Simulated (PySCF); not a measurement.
Compound: C7H15B.
Numbering: `[CH3:1][CH2:2][C@@H:3]1[CH2:4][BH:5][CH2:6][C@@H:7]1[CH3:8]` (hydrogens: H9, H10, H11 on C1; H12, H13 on C2; H14 on C3; H15, H16 on C4; H17 on B5; H18, H19 on C6; H20 on C7; H21, H22, H23 on C8)

Method: TDDFT wB97X-D/def2-SVPD, vertical, gas phase, core orbitals frozen in the response (PySCF). One conformer (not necessarily the lowest) at the PBE0-D3(BJ)/def2-SVP geometry, without solvent, vibrations or thermal averaging.

Frontier orbitals with the atoms that hold most of them (Löwdin shares over 4%, at most four atoms; ? is withheld):

```tsv
orbital	ε (eV)	atoms
LUMO+2	2.69	C1 17%, B5 16%, C2 10%, H12 9%
LUMO+1	2.07	B5 50%, H17 5%, H16 4%, H18 4%
LUMO	?	?
HOMO	-10.21	?
HOMO-1	-10.32	B5 22%, C6 15%, H17 14%, C7 9%
HOMO-2	-10.42	C7 20%, C3 20%, C2 11%, C1 7%
HOMO-3	-10.55	C3 22%, C7 14%, H14 13%, C8 11%
```

Which atoms hold the HOMO, and with what shares?

C4 (bonded to B, C and 2 H) 24%; B5 (bonded to 2 C and H) 24%; C6 (bonded to B, C and 2 H) 18%; C2 (bonded to 2 C and 2 H) 6%. By element: carbon 48% or more, boron 24%.

Give the leading atoms of the LUMO.

B5 (bonded to 2 C and H) 47%; C4 (bonded to B, C and 2 H) 13%; C6 (bonded to B, C and 2 H) 12%; H17 (bonded to B) 10%. By element: boron 47%, carbon 25% or more, hydrogen 10% or more.

What is the LUMO energy, and the HOMO–LUMO gap?

ε(LUMO) = 1.23 eV; the gap is 11.44 eV (0.4203 hartree).

The HOMO–LUMO gap is 11.44 eV. Where does the response calculation put the lowest singlet, and from which orbitals?

S1 is at 5.98 eV (f = 0.0003), 5.45 eV below the gap, made of HOMO→LUMO (88%). 

Give energy, strength and leading configuration of S1, S2, S3, S6 and S7, and follow the Löwdin shares of the leading atoms from the occupied to the empty orbital.

- S1 (5.98 eV, f 0.0003), HOMO→LUMO (88%): C4 24% → 13%, B5 24% → 47%
- S2 (6.23 eV, f 0.0020), HOMO-1→LUMO (85%): B5 22% → 47%, C6 15% → 12%, C4 at most 9% → 13%
- S3 (7.32 eV, f 0.0009), HOMO-2→LUMO (86%): C7 20% → at most 10%, C3 20% → at most 10%, B5 at most 8% → 47%, C4 at most 8% → 13%
- S6 (8.32 eV, f 0.015), HOMO→LUMO+1 (79%): C4 24% → at most 4%, B5 24% → 50%, H17 at most 7% → 5%
- S7 (8.50 eV, f 0.018), HOMO-1→LUMO+1 (76%): B5 22% → 50%, C6 15% → at most 4%, H17 14% → 5%
